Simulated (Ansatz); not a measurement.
The same path of CH$_{5}$F$_{2}$NOSi (11 atoms, charge 0, multiplicity 1) was run twice with different band settings. Lost on the way: C2–H9. Made: N1–H9.

Method: Ansatz, RKS PBE0-D4/def2-SVP.

Relaxed end points:

```xyz
11
Properties=species:S:1:pos:R:3
N -0.223 -1.596 0.129
C 0.620 -0.561 0.542
F 1.889 -0.555 -0.092
Si -0.152 1.113 0.133
O -0.839 0.887 -1.351
F -1.293 1.479 1.229
H -0.514 -1.517 -0.842
H 0.130 -2.529 0.327
H 0.832 -0.662 1.621
H 0.812 2.241 0.151
H -1.198 1.641 -1.826
```

```xyz
11
Properties=species:S:1:pos:R:3
N 0.210 -1.494 0.599
C 0.950 -0.273 0.238
F 2.000 -0.672 -0.568
Si -0.127 1.117 -0.113
O -0.803 1.295 -1.628
F -1.378 0.708 0.909
H -0.060 -2.115 -0.191
H -0.653 -1.161 1.055
H 0.715 -2.091 1.269
H 0.363 2.462 0.294
H -1.151 2.167 -1.844
```

Common settings: movable images 9; climbing image yes; spring 5.0 eV/Å²; optimiser quadratic models (default); start path through a guess of the saddle point; force threshold 0.05 eV/Å; end points relaxed.

| run | iteration limit |
| --- | --- |
| 1 | 43 |
| 2 | 6 |

(1) What does each run give, and how far can it be trusted?

Results:

(1) Run 1: converged after 18 iterations, highest image 3.726 eV above the first end. Neighbouring images differ by up to 1.9 eV, so the band resolves the path poorly. A vibrational analysis at the climbing image gives one clearly imaginary mode, 1513i cm⁻¹: a first-order saddle point.
Run 2: not converged after 6 iterations, highest image 3.391 eV above the first end. The band didn't meet its force threshold, so its energies are provisional: the largest band force was still 0.89 eV/Å, and over the last iterations the top moved between 3.39 and 3.60 eV.
The orbitals stay closed-shell, which can raise the energy where a bond breaks towards radicals; this wasn't checked here.
